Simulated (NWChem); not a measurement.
The numbers come from NWChem runs, not from measurements. System: 1,1,1,3,3-pentafluoropropane (C₃H₃F₅), charge 0, spin multiplicity 1, at a geometry optimised with PBE/def2-SVP. Level: MP2/def2-SVP, 8 core orbitals frozen.

NWChem printed:

```
             Northwest Computational Chemistry Package (NWChem) 7.3.0
             --------------------------------------------------------

                                NWChem Input Module
                                -------------------

 Scaling coordinates for geometry "geometry" by  1.889725989
 (inverse scale =  0.529177249)

                             Geometry "geometry" -> ""
                             -------------------------

 Output coordinates in angstroms (scale by  1.889725989 to convert to a.u.)

  No.       Tag          Charge          X              Y              Z
 ---- ---------------- ---------- -------------- -------------- --------------
    1 F                    9.0000     2.51380300    -0.82580300    -0.14150700
    2 C                    6.0000     1.42699000    -0.07660900     0.21456900
    3 F                    9.0000     1.59730800     1.18313400    -0.28061000
    4 C                    6.0000     0.17863500    -0.71529100    -0.37708500
    5 C                    6.0000    -1.12094600    -0.04755800     0.03584700
    6 F                    9.0000    -1.22165600     1.21242100    -0.43387300
    7 F                    9.0000    -2.18283700    -0.74606100    -0.42613100
    8 F                    9.0000    -1.22764000     0.01168700     1.38954200
    9 H                    1.0000     1.38985400    -0.01254300     1.32624800
   10 H                    1.0000     0.25726500    -0.69658400    -1.48184500
   11 H                    1.0000     0.13401300    -1.77252500    -0.05117800

 Effective nuclear repulsion energy (a.u.)     431.5418632236

            Nuclear Dipole moment (a.u.)
            ----------------------------
        X                 Y               Z
 ---------------- ---------------- ----------------
     0.0000151178     0.0000037795    -0.0000000000


 Summary of "ao basis" -> "" (spherical)
 ------------------------------------------------------------------------------
       Tag                 Description            Shells   Functions and Types
 ---------------- ------------------------------  ------  ---------------------
 *                          def2-svp                  on all atoms

 Summary of "ao basis" -> "ao basis" (spherical)
 ------------------------------------------------------------------------------
       Tag                 Description            Shells   Functions and Types
 ---------------- ------------------------------  ------  ---------------------
[...]
    5 C    6     5.10   1.99  0.91 -0.01  1.74  0.29  0.19
    6 F    9     9.30   1.99  1.13  0.81  3.33  2.03  0.01
    7 F    9     9.31   1.99  1.13  0.81  3.33  2.04  0.01
    8 F    9     9.32   1.99  1.13  0.81  3.33  2.05  0.01
    9 H    1     0.94   0.77  0.15  0.02
   10 H    1     0.89   0.73  0.13  0.03
   11 H    1     0.90   0.74  0.13  0.03

       Multipole analysis of the density wrt the origin
       ------------------------------------------------

     L   x y z        total         open         nuclear
     -   - - -        -----         ----         -------
     0   0 0 0     -0.000000      0.000000     66.000000

     1   1 0 0      0.068289      0.000000      0.000015
     1   0 1 0     -0.710791      0.000000      0.000004
     1   0 0 1      0.137849      0.000000     -0.000000

     2   2 0 0    -38.157812      0.000000    613.074950
     2   1 1 0     -0.103625      0.000000     -7.193560
     2   1 0 1      1.638534      0.000000    -24.280207
     2   0 2 0    -33.102069      0.000000    156.134243
     2   0 1 1      0.567697      0.000000     -3.740235
     2   0 0 2    -30.918413      0.000000     95.309437

                   NWChem MP2 Semi-direct Energy/Gradient Module
                   ---------------------------------------------

  Basis functions       =    127
  Molecular orbitals    =    127
  Frozen core           =      8
  Frozen virtuals       =      0
  Active alpha occupied =     25
  Active beta occupied  =     25
  Active alpha virtual  =     94
  Active beta virtual   =     94
  Use MO symmetry       = F
  Use skeleton AO sym   = F

  AO/Fock/Back tols     =   1.0D-09  1.0D-09  1.0D-09

 GA uses MA = F    GA memory limited = T

 Available:
  local mem=  1.26D+08
 global mem=  1.44D+08
 local disk=  0.00D+00
  mp2_memr nvloc                    94
  nvloc new                    94
   1 passes of  25:        3145728                      92828                  59776862.
   1 passes of  25: M    126140157           G      144146942           F     122994429.

 Semi-direct pass number   1 of   1  for RHF alpha+beta  at       10.4s
  vrange nnbf                  7478
  mp2_eaftype                   228  avail_ma_in_mb                  1099
 EAF : mp2_eaftype filesize         228   29888431.
  mp2_eaf for mointskh                    228
Node 0 wrote    140.6 Mb in      0.1 s     Agg I/O rate:  2454.4 Mb/s
 Done moints_semi at       19.3s
  mp2_eaftype                   228  avail_ma_in_mb                   871
 EAF : mp2_eaftype filesize         228   29888431.
  mp2_eaf for kh                   228
 Done maket at       20.2s
 Done multipass loop at       20.2s

          -------------------------------------------
          SCF energy                -612.072541800886
          Correlation energy          -1.319422012906
          Singlet pairs               -0.785509804004
          Triplet pairs               -0.533912208902
          Total MP2 energy          -613.391963813792
          -------------------------------------------

          ---------------------------------------------------
                    Spin Component Scaled (SCS) MP2
          Same spin pairs                     -0.355941472601
          Same spin scaling factor             0.333333333333
          Opposite spin pairs                 -0.963480540304
          Opposite spin scaling fact.          1.200000000000
          SCS-MP2 correlation energy          -1.274823805899
          Total SCS-MP2 energy              -613.347365606785
          ---------------------------------------------------

 -----------------------
 Performance information
 -----------------------

 Timer overhead =  2.85D-07 seconds/call

               Nr. of calls         CPU time (s)                 Wall time (s)                GFlops
             ---------------    -------------------     ------------------------------   -------------------
Name         Min   Avg   Max    Min     Avg     Max     Min     Avg     Max   Mx/calls   Min     Max     Sum
mp2: moin     1     1     1    8.9     8.9     8.9      8.9     8.9     8.9     8.9      0.0     0.0     0.0
mp2: make     1     1     1   0.85    0.85    0.85     0.85    0.85    0.85    0.85      0.0     0.0     0.0
mp2: tota     1     1     1    9.8     9.8     9.8      9.8     9.8     9.8     9.8      0.0     0.0     0.0

 The average no. of pstat calls per process was 3.00D+00
 with a timing overhead of 8.56D-07s

 Task  times  cpu:       20.1s     wall:       20.1s

 Total times  cpu:       20.2s     wall:       20.2s
```

Q: Write an NWChem input that would produce this output.

A: This is not unique; one that fits is 
```
start mol
memory heap 200 mb stack 900 mb global 1100 mb
geometry units angstroms nocenter noautoz noautosym
  F      2.513803    -0.825803    -0.141507
  C      1.426990    -0.076609     0.214569
  F      1.597308     1.183134    -0.280610
  C      0.178635    -0.715291    -0.377085
  C     -1.120946    -0.047558     0.035847
  F     -1.221656     1.212421    -0.433873
  F     -2.182837    -0.746061    -0.426131
  F     -1.227640     0.011687     1.389542
  H      1.389854    -0.012543     1.326248
  H      0.257265    -0.696584    -1.481845
  H      0.134013    -1.772525    -0.051178
end
basis spherical
  * library def2-svp
end
scf
  rhf
  nopen 0
  maxiter 100
  thresh 1e-7
  semidirect memsize 60000000 filesize 0
end
mp2
  freeze core 8
end
task mp2 energy
```
